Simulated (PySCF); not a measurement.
Working out the excitation energy of S²⁺

S²⁺ [Ne] 3s2 3p2 (3P) → S²⁺ [Ne] 3s1 3p2 3d1 (high-spin determinant). All numbers are calculated (PySCF 2.14, the non-relativistic Hamiltonian (point nucleus), in aug-cc-pwCVDZ (6s5p3d, 36 functions)). Frozen: nothing. Energies in hartree (1 hartree = 27.21139 eV):

```csv
part,S²⁺ (lower),S²⁺ (upper)
UHF,-396.325106,-395.491713
MP2 opposite-spin,-0.152460,-0.102235
MP2 same-spin,-0.055576,-0.059046
```

**Question.** What does Hartree-Fock give?

**Answer.** (-395.491713) − (-396.325106) = 0.833393 hartree = 22.678 eV.

**Question.** What do MP2 and SCS-MP2 (6/5 opposite-spin, 1/3 same-spin) give?

**Answer.** The opposite-spin parts differ by 1.367 eV and the same-spin parts by -0.094 eV. MP2: 22.678 + (1.367) + (-0.094) = 23.951 eV. SCS-MP2: 22.678 + 1.2 × (1.367) + (-0.094)/3 = 24.287 eV.

One determinant mixes LS terms, so it does not stand for a single term.

A double-zeta basis recovers only part of the correlation energy.
